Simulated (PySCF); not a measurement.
## Electron correlation in Hg⁺ (mercury, charge +1)

[Xe] 4f14 5d10 6s1, 2S determinant. Computed with PySCF 2.14 in def2-TZVP with the def2 core potential (60 electrons) (6s5p3d1f, 43 functions), with scalar relativity through the core potential. Frozen: 5s2 5p6; 11 electrons correlated.

MP2 pair energies summed by pair of shells (mhartree):

| pair | energy | share (%) |
| --- | --- | --- |
| 5d-5d | -227.55 | 82.7 |
| 5d-6s | -47.52 | 17.3 |

Total MP2 correlation energy: -275.07 mhartree.

Same-spin part -98.68 and opposite-spin part -176.39 mhartree; SCS-MP2 scales them by 1/3 and 6/5 to -244.56 mhartree.

```csv
level,correlation energy (mhartree)
CCSD,-261.70
(T),-3.51
CCSD(T),-265.21
```

Diagnostics: T1 = 0.0092, D1 = 0.0341, largest double amplitude 0.020.

Cost of the coupled-cluster step: 1.6 s of wall time on 1 thread of Neoverse-V2 (shared host), for 11 correlated electrons.

Iterations:

```
CC2 = 0
CCSD nocc = (np.int64(6), np.int64(5)), nmo = (39, 39)
frozen orbitals [[0, 1, 2, 3], [0, 1, 2, 3]]
max_cycle = 100
direct = 0
conv_tol = 1e-08
conv_tol_normt = 1e-06
diis_space = 8
diis_start_cycle = 0
Init t2, MP2 energy = -0.275069821904796
Init E_corr(UCCSD) = -0.275069822011489
cycle = 1  E_corr(UCCSD) = -0.257389769199155  dE = 0.0176800528  norm(t1,t2) = 0.0434352
cycle = 2  E_corr(UCCSD) = -0.261415740510608  dE = -0.00402597131  norm(t1,t2) = 0.0100306
cycle = 3  E_corr(UCCSD) = -0.261494636237518  dE = -7.88957269e-05  norm(t1,t2) = 0.00362885
cycle = 4  E_corr(UCCSD) = -0.261705383698571  dE = -0.000210747461  norm(t1,t2) = 0.000729818
cycle = 5  E_corr(UCCSD) = -0.261699466515142  dE = 5.91718343e-06  norm(t1,t2) = 9.30444e-05
cycle = 6  E_corr(UCCSD) = -0.26169584195878  dE = 3.62455636e-06  norm(t1,t2) = 1.95452e-05
cycle = 7  E_corr(UCCSD) = -0.261696472254725  dE = -6.30295945e-07  norm(t1,t2) = 5.49561e-06
cycle = 8  E_corr(UCCSD) = -0.261696466793435  dE = 5.46128981e-09  norm(t1,t2) = 6.24975e-07
UCCSD converged
E(UCCSD) = -152.5036596342416  E_corr = -0.2616964667934349
UCCSD(T) correction = -0.00350845908721389
```
